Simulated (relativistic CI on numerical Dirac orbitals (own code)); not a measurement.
Ar I: what numerical and physical settings do to a radial Dirac CI calculation

Reference input:

```
atom Ar  Z=18  charge=0  electrons=18
nucleus A=40  rms_radius_fm=3.4274
hamiltonian dirac-coulomb  breit=on  qed=on  c_scale=1
orbitals kli  potential=per-configuration
slater_scale 1
correlation none
mixing on
grid step=0.0125 r_max=102.8
scf mixing=0.4 start=green max_iterations=150 tolerance=2e-08 node_fill=0.05
configurations
  [Ne] 3s2 3p6
  [Ne] 3s2 3p5 3d
end
```

Computed lowest total energy -528.45767 Ha, first excitation 104954.8 cm⁻¹, 22 SCF steps. Runs with settings changed; * marks those that are bad on purpose (the QED terms keep the true α when c is scaled):

| Changed | Outcome | Lowest level | ΔE (Ha) | First excitation (cm⁻¹) | SCF steps | Message |
| --- | --- | --- | --- | --- | --- | --- |
| nuclear radius 3.7701 fm | converged | 3p6 1S_0 | 0.000124 | 104954.8 | 22 |  |
| speed of light × 1.25 | converged | 3p6 1S_0 | 0.624 | 105191.8 | 22 |  |
| Slater scale 0.5, nuclear radius 3.7701 fm | converged | 3p6 1S_0 | 0.000124 | 105484.2 | 22 |  |
| QED terms off | converged | 3p6 1S_0 | -0.087 | 104945.5 | 22 |  |
| iteration limit 2 * | not converged |  |  |  | 2 | SCF of 1s2 2s2 2p6 3s2 3p6 did not converge |
| end of the grid at 25.7 bohr * | not converged |  |  |  | 22 | orbital 3d3/2 not found |

With so few configurations and no correlation, terms lie too far apart (by 10 to 50 % near neutrality), their order can be wrong, and levels of other configurations are missing.
